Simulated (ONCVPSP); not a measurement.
**silver (Ag): one change to an ONCV potential, before and after**

ONCVPSP 4.0.1 input, shortened (lines: element, Z, core and valence counts, functional; n l f; lmax; l rc ep ncon nbas qcut; lloc lpopt rc5 dvloc0; l nproj debl; icmod fcfact rcfact), PBE, scalar-relativistic:

```
  Ag 47.00    6    3        4      upf
    1    0    2.00
    2    0    2.00
    2    1    6.00
    3    0    2.00
    3    1    6.00
    3    2   10.00
    4    0    2.00
    4    1    6.00
    4    2   10.00
    3
    0    1.30    0.00    4    8    9.90
    1    1.60    0.00    3    7    9.80
    2    1.15    0.00    3    6    8.10
    3    1.50    0.03    4    7    8.60
    4    5    0.90    2.00
    0    2    0.90
    1    2    2.70
    2    2    1.50
    3    2    1.20
    1    0.70    0.00
```

In the s channel the program set the typed energies aside and used -3.795, 0.250 Ha.

Change: s: qcut 9; p: qcut 8.9; d: qcut 7.4; f: qcut 7.8.

Cutoffs: the cutoffs (Ha) at which the residual kinetic energy of the hardest occupied pseudo-wave falls to 1 and 0.1 mHa per electron; they do not see the model core or the augmentation charge, which bear on the density cutoff. Errors are all-electron minus pseudo energies relative to the spin-unpolarised reference configuration.

Q: What does the change do?

A: The potential gets harder (36 Ha and 83 Ha → 47 Ha and 99 Ha); of the 4 tests that both files solve, the error grows in 3 and shrinks in 0 by more than 15 % and 0.3 meV (median size 2.0 → 2.5 meV); neither file shows a bound ghost.

| quantity | base | changed |
| --- | --- | --- |
| cutoff, loose | 36 Ha | 47 Ha |
| cutoff, tight | 83 Ha | 99 Ha |
| loose cutoff by channel | s 36 Ha, p 18 Ha, d 32 Ha | s 32 Ha, p 19 Ha, d 47 Ha |
| bound ghosts | none | none |
| GHOST(+) flags under 300 eV | s at 233.7 eV | s at 221.9 eV |
| error for 4s2 4p6 4d10 5s1, meV [ΔE -7.76 eV] | +1.3 | +1.2 |
| error for 4s2 4p6 4d9, meV [ΔE 22.11 eV] | -2.7 | -3.7 |
| error for 4s2 4p6 4d8, meV [ΔE 58.31 eV] | -5.1 | -7.0 |
| error for 4s2 4p6 4d9 5s1 5p1, meV [ΔE 0.81 eV] | +0.4 | -0.8 |
| s: phases at 1.32 bohr within 0.05 rad from the reference energy up to (Ha; the scan ends near 5) | to the end of the scan | to the end of the scan |
| p: phases at 1.62 bohr within 0.05 rad from the reference energy up to (Ha; the scan ends near 5) | to the end of the scan | to the end of the scan |
| d: phases at 1.17 bohr within 0.05 rad from the reference energy up to (Ha; the scan ends near 5) | to the end of the scan | to the end of the scan |
| f: phases at 1.53 bohr within 0.05 rad from the reference energy up to (Ha; the scan ends near 5) | to the end of the scan | to the end of the scan |
| rms error of d²Exc/dni dnj with the model core, mHa | 0.71 | 0.98 |
